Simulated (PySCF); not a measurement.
**Ti (titanium, neutral): UHF calculation**

Configuration: [Ar] 3d2 4s2, high-spin 3F determinant. Calculation: PySCF 2.14, in aug-cc-pVDZ (7s6p4d2f, 59 functions); the non-relativistic Hamiltonian (point nucleus).

- Total energy: -848.410139 hartree
- One-electron energy: -1162.6925 hartree
- Hartree (Coulomb) energy: 355.3429 hartree
- Exchange energy: -41.0605 hartree
- Kinetic energy: 848.25289 hartree
- ⟨S²⟩: 2.0079
- ⟨L²⟩: 12.033
- Sum of ⟨r⟩: 21.61 bohr
- Sum of ⟨r²⟩: 50.23 bohr²
- Density at the nucleus (Gaussians lack the cusp): 7080 bohr⁻³
- Spin density at the nucleus: 0.327 bohr⁻³
- Langevin diamagnetic susceptibility: -39.8 ×10⁻⁶ cm³/mol

```tsv
shell	electrons	mean orbital energy (hartree)	rms radius, mean of both spins (bohr)
1s α	1	-183.28590	0.0812
1s β	1	-183.28531	0.0812
2s α	1	-21.44954	0.353
2s β	1	-21.41518	0.353
2p α	3	-17.81818	0.321
2p β	3	-17.78381	0.321
3s α	1	-2.94068	1.09
3s β	1	-2.81274	1.09
3p α	3	-1.87730	1.19
3p β	3	-1.71972	1.19
3d α	2	-0.44947	1.65
4s α	1	-0.23232	4.07
4s β	1	-0.21015	4.07
```

Spin-orbit constants ζ (cm⁻¹) from the X2C one-electron operator on these orbitals (non-relativistic here): bare nucleus, nucleus screened by l(l+1)(2l+1)/3 electrons, and screened by the Breit-Pauli mean field of the electrons.

```csv
shell,bare,screened nucleus,mean field
2p,32370,29420,28060
3p,3452,3138,2968
3d,261.7,142.7,122.5
```

To first order the Landé constant is A = 61.27 cm⁻¹, so the lowest level has J = 2 and lies 0.0304 eV below the centre of the term. This holds in LS coupling only.
